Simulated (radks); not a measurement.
The numbers below are computed, except where a source is named.
Dy53+, 13 electrons, occupied as [Ne] 3s2 3p1.

Code: a radial shooting solver on a logarithmic mesh with Libxc functionals. Model: scalar-relativistic Kohn-Sham, exchange-only LDA, spin-polarised, spherical densities, point nucleus; open shells are filled with parallel spins first (spin-orbit coupling, left out, can overturn this in heavy ions).

Energy parts (hartree):
total: -9164.6262
kinetic: 10079.2716
electron-nucleus: -20012.3243
Hartree: 888.4299
exchange: -120.0033

Orbitals (lengths in bohr, moments of r in powers of bohr; <r^-3> diverges for s and p1/2; r(90%) holds 90 % of the orbital's charge):
orbital  occ.  eigenvalue (hartree)  r(90%)      <r^4>  <r^-3>      <r>
1s up       1             -2116.924  0.0382  9.902e-07       -  0.02112
1s down     1             -2116.788  0.0382  9.901e-07       -  0.02112
2s up       1             -467.2925   0.137  0.0001453       -  0.08858
2s down     1             -467.1620   0.137  0.0001450       -  0.08856
2p up       3             -431.8063   0.127  0.0001072   13190  0.07814
2p down     3             -431.6535   0.127  0.0001071   13190  0.07812
3s up       1             -189.6007   0.309   0.003873       -   0.2128
3s down     1             -189.1129   0.309   0.003882       -   0.2129
3p up       1             -178.9380   0.306   0.003702    3586   0.2072
3p down     0             -178.4513   0.307   0.003711    3585   0.2073

The highest occupied level is 3p up at -4869.2 eV. The density falls to 0.001 e/bohr^3 at r = 0.60 bohr.
